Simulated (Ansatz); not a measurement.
Harmonic frequencies (cm⁻¹) at PBE0-D4/def2-TZVP from Ansatz: 81, 251, 255, 597, 618, 1946.

Question: Which molecule is it?
A. `O=[CH][SnH2][OH]`
B. `O[PH][SbH2]`
C. `NC1(O)C=N1`
D. `[Br][SbH][Br]`

Answer: D.
